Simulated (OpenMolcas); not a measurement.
# V2+, Nb2+, Ta2+: d3 down the group

```json
{
 "Program": "OpenMolcas 26.06",
 "Method": "CASSCF",
 "Basis": "ANO-RCC-VQZP",
 "Scalar Hamiltonian": "DKH2, point nucleus",
 "Spin-orbit coupling": "RASSI with atomic mean-field integrals over the reference wave functions, term energies averaged over their components"
}
```

Active space for each ion: 3 electrons in 5 orbitals (d).

Computed levels in cm-1 above 4F 3/2:

| Level | V2+ | Nb2+ | Ta2+ |
| --- | --- | --- | --- |
| 4F 5/2 | 154 | 499 | 2409 |
| 4F 7/2 | 366 | 1153 | 4949 |
| 4F 9/2 | 632 | 1930 | 7311 |
| 4P 1/2 | 14857 | 11336 | 12575 |
| 4P 3/2 | 14932 | 11442 | 11719 |
| 2G 7/2 | 14990 | 12147 | 14759 |
| 4P 5/2 | 15104 | 12129 | 16031 |
| 2P 1/2 | 19798 | 15814 | 19426 |
| 2P 3/2 | 19904 | 15696 | 25011 |
| weight of 4F in the lowest level (%) | 100 | 100 | 94 |

Mixed levels, with the weight of the term that names them: Nb2+ 2P 3/2 (58 %), Ta2+ 4P 3/2 (60 %), Ta2+ 2P 3/2 (58 %).

Measured, with the error of the calculation in %. Measured levels: V2+ from Sugar and Corliss, J. Phys. Chem. Ref. Data 7, 1191 (1978); Nb2+ from the list in Shadmi, J. Res. Natl. Bur. Stand. 70A, 435 (1966).

| Level | V2+ | Nb2+ |
| --- | --- | --- |
| 4F 5/2 | 146 (+5.6) | 516 (-3.3) |
| 4F 7/2 | 342 (+7.0) | 1177 (-2.0) |
| 4F 9/2 | 584 (+8.3) | 1939 (-0.4) |
| 4P 1/2 | 11514 (+29.0) | 8664 (+30.8) |
| 4P 3/2 | 11592 (+28.8) | 8608 (+32.9) |
| 2G 7/2 | 11966 (+25.3) | 9236 (+31.5) |
| 4P 5/2 | 11770 (+28.3) | 9594 (+26.4) |
| 2P 1/2 | 15580 (+27.1) |  |
| 2P 3/2 | 15550 (+28.0) |  |

The fine-structure level 4F 9/2 changes by a factor of 11.6 from V2+ to Ta2+.

Without spin-orbit coupling 4P lies 14650, 10723, 10210 cm-1 above 4F in that order; the difference to the level 4P 1/2, of either sign, comes from spin-orbit coupling, which also lowers the zero.

Without dynamic correlation excited terms often stand tens of per cent too high (terms of higher spin than the ground term too low), and those without a measured partner can miss by more than the paired ones. Levels of configurations with an s electron are missing; early in the row they begin among the upper levels of the d shell and mix with terms of their name (holds for Nb2+). Configurations with an s electron lie low in 5d ions of this charge, fall among these levels and mix in, so low-spin terms can stand far too high, up to twice their true height, and weights are not those of the real levels (holds for Ta2+). Measured partners are found by configuration, term and J. A level has none where our copy of the source lacks it or the pairing is in doubt (some pairs that miss far off the trend of their configuration count as doubtful), and it then counts in no deviation. Levels of configurations outside the active space are missing.
